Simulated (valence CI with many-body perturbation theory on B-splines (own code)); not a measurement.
# Sensitivity of CI+MBPT for Dy LIII

Computed by valence CI with perturbative core correlation (CI+MBPT): four valence electrons over a frozen Dirac-Fock core [Ne], a basis of 6 s, 6 p, 5 d, 3 f, 1 g functions for each j, with the one-electron correlation potential Σ1, the two-electron term Σ2, the three-electron term Σ3, Breit, model QED; selected CI, second order for the rest, scaled by the run's own slope (own B-spline code, finite nucleus).

The last digits are not significant, and no measured levels were compared; by estimate large intervals hold to a few tenths of a per cent, small ones and those within an open d or f shell to about a per cent.

The reference run has the lowest level (3s^2 3p1/2^2) J=0 and an ionisation energy of 4947.24 eV. Its largest variational space holds 10000 state functions.

Levels are named by their leading jj configuration (3d3/2^4 stands for four electrons in 3d with j = 3/2), which in mixed levels can hold well under half, so a name can repeat and another be missing. Letters in brackets count levels of one name in rising energy.

Changed runs:
A. hole-hole ladder in Σ2 on → off; QED terms on → off
B. factor on the speed of light 1 → 10; QED terms on → off
C. correlating orbitals by l 3 3 3 2 1 → 5 6 2 0 2; core polarisation of operators on → off
D. highest l in the core sums 6 → 1 (bad on purpose)

Excitation energies of the reference run in cm⁻¹, and shifts in cm⁻¹:

| Level | Reference | A | B | C | D |
| --- | --- | --- | --- | --- | --- |
| (3s^2 3p1/2 3p3/2) J=1 | 1603180 | -2432 | -1597686 | -435 | -659 |
| (3s^2 3p1/2 3p3/2) J=2 | 1669520 | -2379 |  | +19 | -461 |
| (3s 3p1/2^2 3p3/2) J=2 | 2733760 | +21211 |  | -448 | -427 |
| (3s 3p1/2^2 3p3/2) J=1 | 2934230 | +18858 | -1962777 | +268 | +1451 |
| (3s^2 3p1/2 3d3/2) J=2 | 3140090 | +1541 |  | +875 | +3017 |
| (3s^2 3p3/2^2) J=2 | 3321510 | -4547 |  | -256 | -1241 |
| (3s^2 3p1/2 3d3/2) J=1 | 3433620 | +4686 |  | +1934 | +6496 |
| (3s^2 3p3/2^2) J=0 | 3464830 | -4433 | -3207280 | +319 | -1023 |
| (3s^2 3p1/2 3d5/2) J=2 | 3648320 | +1463 |  | +908 | +3491 |
| (3s^2 3p1/2 3d5/2) J=3 | 3655590 | +623 |  | +1319 | +3268 |
| (3s 3p1/2^2 3d3/2) J=1 | 4297560 | +25542 |  | +1117 | +3167 |
| (3s 3p1/2 3p3/2^2) J=2 [a] | 4299350 | +18285 |  | -577 | -846 |
| Ionisation energy (eV) | 4947.24 | -0.036 | -253.75 | -0.14 | -0.42 |

A blank means that the level has no clear partner in that run.
